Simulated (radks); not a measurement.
Spherical jellium clusters: N electrons in a uniform positive sphere of charge N and radius rs N^(1/3), rs = 2.86 bohr. Method: non-relativistic Kohn-Sham, LDA (Slater exchange, Perdew-Wang correlation), spin-polarised, spherical densities; computed with a radial shooting solver with Libxc functionals. Levels are named by radial order and angular momentum (1s, 1p, 1d, 2s, ...), and open shells are averaged over m.

N = 2, configuration 1s2. This is the lowest configuration that the search found. Occupied and some empty levels:

| level | occupation | eigenvalue (eV) | <r> (bohr) |
|---|---|---|---|
| 1s | 2 | -4.1246 | 3.250 |
| 1p | 0 | -1.0258 | 5.409 |
| 2s | 0 | -0.10705 | 11.69 |

Energy (eV): total -2.86093, kinetic 4.9137, external -32.889, Hartree 15.200, exchange-correlation -8.2092, background 18.124. Static polarisability (adiabatic kernel): 93.29 bohr^3, against R^3 = 46.79 for a classical metal sphere.

Electron density:

| r (bohr) | n(r) (e/bohr^3) |
|---|---|
| 0.323 | 0.01603 |
| 0.862 | 0.01484 |
| 1.40 | 0.01276 |
| 1.94 | 0.01014 |
| 2.48 | 0.007411 |
| 3.02 | 0.004967 |
| 3.56 | 0.003072 |
| 4.10 | 0.001784 |
| 4.63 | 0.0009945 |
| 5.17 | 0.0005392 |
| 5.71 | 0.0002868 |
| 6.25 | 0.0001502 |
| 6.79 | 0.00007798 |
